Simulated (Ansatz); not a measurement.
Ansatz (a program for electronic structure) input (HF/3-21G): The .json file is the Basis Set Exchange's 3-21G.

Ansatz 0.2 input:
```yaml
crystal:
  periodic: [false, false, false]
  atoms:
    - {symbol: N, position_ang: [1.86640214, 1.76872650, -0.26413499]}
    - {symbol: Si, position_ang: [1.73230845, -0.00969207, -0.06106028]}
    - {symbol: O, position_ang: [0.16409920, -0.45799064, -0.16420668]}
    - {symbol: Si, position_ang: [-1.46924162, -0.67753093, -0.25040715]}
    - {symbol: N, position_ang: [-2.39102882, 0.16683882, 0.94289086]}
    - {symbol: H, position_ang: [2.78185779, 2.21602822, -0.26652958]}
    - {symbol: H, position_ang: [2.29152605, -0.36635804, 1.26756167]}
    - {symbol: H, position_ang: [2.52598143, -0.67974580, -1.12147646]}
    - {symbol: H, position_ang: [-1.92303509, -0.22257960, -1.58477367]}
    - {symbol: H, position_ang: [-1.73768959, -2.12254632, -0.06492221]}
    - {symbol: H, position_ang: [-2.59787547, -0.21328095, 1.84453418]}
    - {symbol: H, position_ang: [-2.66410759, 1.12457232, 0.84851239]}
basis:
  gaussian:
    orbitals: 3-21G.json
hamiltonian:
  xc: {name: HF}
magnetization: {spin_polarized: true, initial_magnetization: 1}
phonons: {temperatures: {t_min: 298.15, t_max: 298.15, t_step: 100}}
```

Output:

```
Functional definition: HF
integrals: 0.02 GiB planned
828 factors; integrals over basis functions are off by at most 3.3e-4 eV
mean field: 0.35 GiB planned
mean field evaluation 1: about -20722.2483 eV, gradient 3.0e1 eV
mean field evaluation 2: about -20722.4826 eV, gradient 3.1e1 eV
mean field evaluation 4: about -20726.8678 eV, gradient 2.6e0 eV
mean field evaluation 8: about -20726.9632 eV, gradient 1.8e-1 eV
mean field evaluation 16: about -20725.6377 eV, gradient 7.2e0 eV
mean field evaluation 32: about -20726.6507 eV, gradient 8.9e-1 eV
mean field -20726.96391097 eV, -761.7018744873 hartree, gradient 1.6e-5 eV, S^2 0.757230; 2 other end points of the search recorded, 0 dependent functions left out
the calculation of the forces begins
reference -20726.96391097 eV, -761.7018744873 hartree; 29, 28 occupied and 38, 39 virtual orbitals, 828 factors
these checks for a lower state are left out or cut short: stability, starts, cluster_reference, orbital_swaps, neighbouring_geometries, increment
integrals: 0.02 GiB planned
828 factors; integrals over basis functions are off by at most 3.3e-4 eV
mean field: 0.35 GiB planned
mean field evaluation 64: about -20726.9638 eV, gradient 1.5e-4 eV
mean field -20726.96379113 eV, -761.7018700832 hartree, gradient 3.0e-6 eV, S^2 0.757208; 0 other end points of the search recorded, 0 dependent functions left out
the calculation of the forces begins
reference -20726.96379113 eV, -761.7018700832 hartree; 29, 28 occupied and 38, 39 virtual orbitals, 828 factors
these checks for a lower state are left out or cut short: stability, starts, cluster_reference, orbital_swaps, neighbouring_geometries, increment
integrals: 0.02 GiB planned
828 factors; integrals over basis functions are off by at most 3.2e-4 eV
mean field: 0.35 GiB planned
mean field -20726.96379794 eV, -761.7018703337 hartree, gradient 2.9e-6 eV, S^2 0.757253; 0 other end points of the search recorded, 0 dependent functions left out
the calculation of the forces begins
reference -20726.96379794 eV, -761.7018703337 hartree; 29, 28 occupied and 38, 39 virtual orbitals, 828 factors
these checks for a lower state are left out or cut short: stability, starts, cluster_reference, orbital_swaps, neighbouring_geometries, increment
integrals: 0.02 GiB planned
828 factors; integrals over basis functions are off by at most 3.3e-4 eV
mean field: 0.35 GiB planned
mean field -20726.96381382 eV, -761.7018709171 hartree, gradient 3.0e-6 eV, S^2 0.757236; 0 other end points of the search recorded, 0 dependent functions left out
the calculation of the forces begins
reference -20726.96381382 eV, -761.7018709171 hartree; 29, 28 occupied and 38, 39 virtual orbitals, 828 factors
these checks for a lower state are left out or cut short: stability, starts, cluster_reference, orbital_swaps, neighbouring_geometries, increment
integrals: 0.02 GiB planned
828 factors; integrals over basis functions are off by at most 3.2e-4 eV
mean field: 0.35 GiB planned
mean field -20726.96380224 eV, -761.7018704916 hartree, gradient 3.1e-6 eV, S^2 0.757225; 0 other end points of the search recorded, 0 dependent functions left out
the calculation of the forces begins
reference -20726.96380224 eV, -761.7018704916 hartree; 29, 28 occupied and 38, 39 virtual orbitals, 828 factors
these checks for a lower state are left out or cut short: stability, starts, cluster_reference, orbital_swaps, neighbouring_geometries, increment
integrals: 0.02 GiB planned
828 factors; integrals over basis functions are off by at most 3.3e-4 eV
mean field: 0.35 GiB planned
mean field evaluation 96: about -20726.9604 eV, gradient 8.8e-1 eV
mean field -20726.96390621 eV, -761.7018743127 hartree, gradient 3.2e-6 eV, S^2 0.757229; 0 other end points of the search recorded, 0 dependent functions left out
the calculation of the forces begins
reference -20726.96390621 eV, -761.7018743127 hartree; 29, 28 occupied and 38, 39 virtual orbitals, 828 factors
these checks for a lower state are left out or cut short: stability, starts, cluster_reference, orbital_swaps, neighbouring_geometries, increment
integrals: 0.02 GiB planned
828 factors; integrals over basis functions are off by at most 3.3e-4 eV
mean field: 0.35 GiB planned
mean field -20726.96390784 eV, -761.7018743725 hartree, gradient 3.4e-6 eV, S^2 0.757232; 0 other end points of the search recorded, 0 dependent functions left out
the calculation of the forces begins
reference -20726.96390784 eV, -761.7018743725 hartree; 29, 28 occupied and 38, 39 virtual orbitals, 828 factors
these checks for a lower state are left out or cut short: stability, starts, cluster_reference, orbital_swaps, neighbouring_geometries, increment
integrals: 0.02 GiB planned
828 factors; integrals over basis functions are off by at most 3.3e-4 eV
[...]
mean field: 0.35 GiB planned
mean field -20726.96389771 eV, -761.7018740002 hartree, gradient 2.9e-6 eV, S^2 0.757230; 0 other end points of the search recorded, 0 dependent functions left out
the calculation of the forces begins
reference -20726.96389771 eV, -761.7018740002 hartree; 29, 28 occupied and 38, 39 virtual orbitals, 828 factors
these checks for a lower state are left out or cut short: stability, starts, cluster_reference, orbital_swaps, neighbouring_geometries, increment
integrals: 0.02 GiB planned
828 factors; integrals over basis functions are off by at most 3.3e-4 eV
mean field: 0.35 GiB planned
mean field evaluation 608: about -20726.6302 eV, gradient 2.9e-3 eV
mean field -20726.96389898 eV, -761.7018740469 hartree, gradient 2.9e-6 eV, S^2 0.757230; 0 other end points of the search recorded, 0 dependent functions left out
the calculation of the forces begins
reference -20726.96389898 eV, -761.7018740469 hartree; 29, 28 occupied and 38, 39 virtual orbitals, 828 factors
these checks for a lower state are left out or cut short: stability, starts, cluster_reference, orbital_swaps, neighbouring_geometries, increment
integrals: 0.02 GiB planned
828 factors; integrals over basis functions are off by at most 3.3e-4 eV
mean field: 0.35 GiB planned
mean field -20726.96387201 eV, -761.7018730558 hartree, gradient 2.9e-6 eV, S^2 0.757230; 0 other end points of the search recorded, 0 dependent functions left out
the calculation of the forces begins
reference -20726.96387201 eV, -761.7018730558 hartree; 29, 28 occupied and 38, 39 virtual orbitals, 828 factors
these checks for a lower state are left out or cut short: stability, starts, cluster_reference, orbital_swaps, neighbouring_geometries, increment
integrals: 0.02 GiB planned
828 factors; integrals over basis functions are off by at most 3.3e-4 eV
mean field: 0.35 GiB planned
mean field -20726.96387175 eV, -761.7018730463 hartree, gradient 2.9e-6 eV, S^2 0.757230; 0 other end points of the search recorded, 0 dependent functions left out
the calculation of the forces begins
reference -20726.96387175 eV, -761.7018730463 hartree; 29, 28 occupied and 38, 39 virtual orbitals, 828 factors
these checks for a lower state are left out or cut short: stability, starts, cluster_reference, orbital_swaps, neighbouring_geometries, increment
integrals: 0.02 GiB planned
828 factors; integrals over basis functions are off by at most 3.3e-4 eV
mean field: 0.35 GiB planned
mean field evaluation 640: about -20726.9638 eV, gradient 1.5e-4 eV
mean field -20726.96378684 eV, -761.7018699255 hartree, gradient 2.9e-6 eV, S^2 0.757230; 0 other end points of the search recorded, 0 dependent functions left out
the calculation of the forces begins
reference -20726.96378684 eV, -761.7018699255 hartree; 29, 28 occupied and 38, 39 virtual orbitals, 828 factors
these checks for a lower state are left out or cut short: stability, starts, cluster_reference, orbital_swaps, neighbouring_geometries, increment
integrals: 0.02 GiB planned
828 factors; integrals over basis functions are off by at most 3.3e-4 eV
mean field: 0.35 GiB planned
mean field -20726.96378019 eV, -761.7018696815 hartree, gradient 2.9e-6 eV, S^2 0.757230; 0 other end points of the search recorded, 0 dependent functions left out
the calculation of the forces begins
reference -20726.96378019 eV, -761.7018696815 hartree; 29, 28 occupied and 38, 39 virtual orbitals, 828 factors
these checks for a lower state are left out or cut short: stability, starts, cluster_reference, orbital_swaps, neighbouring_geometries, increment
integrals: 0.02 GiB planned
828 factors; integrals over basis functions are off by at most 3.3e-4 eV
mean field: 0.35 GiB planned
mean field -20726.96389431 eV, -761.7018738750 hartree, gradient 2.9e-6 eV, S^2 0.757230; 0 other end points of the search recorded, 0 dependent functions left out
the calculation of the forces begins
reference -20726.96389431 eV, -761.7018738750 hartree; 29, 28 occupied and 38, 39 virtual orbitals, 828 factors
these checks for a lower state are left out or cut short: stability, starts, cluster_reference, orbital_swaps, neighbouring_geometries, increment
integrals: 0.02 GiB planned
828 factors; integrals over basis functions are off by at most 3.3e-4 eV
mean field: 0.35 GiB planned
mean field -20726.96389358 eV, -761.7018738482 hartree, gradient 2.9e-6 eV, S^2 0.757230; 0 other end points of the search recorded, 0 dependent functions left out
the calculation of the forces begins
reference -20726.96389358 eV, -761.7018738482 hartree; 29, 28 occupied and 38, 39 virtual orbitals, 828 factors
these checks for a lower state are left out or cut short: stability, starts, cluster_reference, orbital_swaps, neighbouring_geometries, increment
integrals: 0.02 GiB planned
828 factors; integrals over basis functions are off by at most 3.3e-4 eV
mean field: 0.35 GiB planned
mean field evaluation 672: about -20726.9603 eV, gradient 8.8e-1 eV
mean field -20726.96377109 eV, -761.7018693468 hartree, gradient 2.9e-6 eV, S^2 0.757230; 0 other end points of the search recorded, 0 dependent functions left out
the calculation of the forces begins
reference -20726.96377109 eV, -761.7018693468 hartree; 29, 28 occupied and 38, 39 virtual orbitals, 828 factors
these checks for a lower state are left out or cut short: stability, starts, cluster_reference, orbital_swaps, neighbouring_geometries, increment
integrals: 0.02 GiB planned
828 factors; integrals over basis functions are off by at most 3.3e-4 eV
mean field: 0.35 GiB planned
mean field -20726.96376572 eV, -761.7018691495 hartree, gradient 2.9e-6 eV, S^2 0.757230; 0 other end points of the search recorded, 0 dependent functions left out
the calculation of the forces begins
reference -20726.96376572 eV, -761.7018691495 hartree; 29, 28 occupied and 38, 39 virtual orbitals, 828 factors
these checks for a lower state are left out or cut short: stability, starts, cluster_reference, orbital_swaps, neighbouring_geometries, increment
integrals: 0.02 GiB planned
828 factors; integrals over basis functions are off by at most 3.3e-4 eV
mean field: 0.35 GiB planned
mean field -20726.96388963 eV, -761.7018737031 hartree, gradient 2.9e-6 eV, S^2 0.757230; 0 other end points of the search recorded, 0 dependent functions left out
the calculation of the forces begins
reference -20726.96388963 eV, -761.7018737031 hartree; 29, 28 occupied and 38, 39 virtual orbitals, 828 factors
these checks for a lower state are left out or cut short: stability, starts, cluster_reference, orbital_swaps, neighbouring_geometries, increment
integrals: 0.02 GiB planned
828 factors; integrals over basis functions are off by at most 3.3e-4 eV
mean field: 0.35 GiB planned
mean field evaluation 704: about -20726.9639 eV, gradient 2.4e-6 eV
mean field -20726.96389301 eV, -761.7018738272 hartree, gradient 2.9e-6 eV, S^2 0.757230; 0 other end points of the search recorded, 0 dependent functions left out
the calculation of the forces begins
reference -20726.96389301 eV, -761.7018738272 hartree; 29, 28 occupied and 38, 39 virtual orbitals, 828 factors
Total energy: -20726.96391097 eV, -761.7018744873 hartree
Atom 0 at     1.866402     1.768727    -0.264135 Å, force    -0.001160     0.002176    -0.000327 eV/Å
Atom 1 at     1.732308    -0.009692    -0.061060 Å, force    -0.002225    -0.000200     0.000324 eV/Å
Atom 2 at     0.164099    -0.457991    -0.164207 Å, force     0.002757    -0.001666     0.000188 eV/Å
Atom 3 at    -1.469242    -0.677531    -0.250407 Å, force    -0.002227     0.001649     0.000141 eV/Å
Atom 4 at    -2.391029     0.166839     0.942891 Å, force     0.000493    -0.001572    -0.000323 eV/Å
Atom 5 at     2.781858     2.216028    -0.266530 Å, force     0.001034    -0.000416    -0.000049 eV/Å
Atom 6 at     2.291526    -0.366358     1.267562 Å, force     0.000739    -0.000507    -0.000403 eV/Å
Atom 7 at     2.525981    -0.679746    -1.121476 Å, force     0.000365    -0.000295     0.000548 eV/Å
Atom 8 at    -1.923035    -0.222580    -1.584774 Å, force     0.000065    -0.000381    -0.000010 eV/Å
Atom 9 at    -1.737690    -2.122546    -0.064922 Å, force     0.000322     0.000381    -0.000513 eV/Å
Atom 10 at    -2.597875    -0.213281     1.844534 Å, force    -0.000278     0.000033     0.001110 eV/Å
Atom 11 at    -2.664108     1.124572     0.848512 Å, force     0.000118     0.000797    -0.000686 eV/Å
Dipole moment:     0.216609     0.041556     0.237866 e Å
Vibrations: 27.09 72.74 109.98 199.64 226.62 312.47 369.69 569.48 584.35 618.32 654.12 727.11 821.79 846.65 897.05 925.42 1013.66 1019.52 1023.11 1044.90 1114.23 1304.57 1781.89 2281.43 2301.44 2304.05 2322.39 3537.52 3742.39 3842.35 cm⁻¹, zero-point energy 2.268660 eV
```

The blocks after the first are displaced geometries, from whose forces the wavenumbers follow.
